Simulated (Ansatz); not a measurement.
The same path of AlCl3FH (6 atoms, charge 0, multiplicity 1) was run twice with different band settings. Lost on the way: H5–F6. Made: Cl2–H5.

Theory: RKS PBE-D4/def2-SVP in Ansatz 0.2.0.

Relaxed end points:

```xyz
6
Properties=species:S:1:pos:R:3
Al -0.339 -0.206 -0.406
Cl 1.141 1.367 -0.749
Cl 0.169 -2.121 -1.097
Cl -2.340 0.416 -0.287
H 0.991 0.627 1.103
F 0.379 -0.083 1.436
```

```xyz
6
Properties=species:S:1:pos:R:3
Al -0.457 -0.421 -0.097
Cl 1.221 1.379 -0.539
Cl 0.168 -2.096 -1.193
Cl -2.345 0.445 -0.381
H 1.186 0.938 0.735
F 0.228 -0.245 1.474
```

Common settings: movable images 5; climbing image yes; spring 5.0 eV/Å²; optimiser quadratic models (default); start path through a guess of the saddle point; force threshold 0.05 eV/Å; end points relaxed.

| run | iteration limit |
| --- | --- |
| 1 | 60 |
| 2 | 6 |

What does each run give, and how far can it be trusted?

Run 1: converged after 5 iterations, highest image 0.108 eV above the first end. A vibrational analysis at the climbing image gives one clearly imaginary mode, 225i cm⁻¹: a first-order saddle point.
Run 2: converged after 5 iterations, highest image 0.108 eV above the first end. Another band between the same ends (5 images) ends at a top of the same energy, where a vibrational analysis finds 1 clearly imaginary mode.
The orbitals stay closed-shell, which can raise the energy where a bond breaks towards radicals; this wasn't checked here.
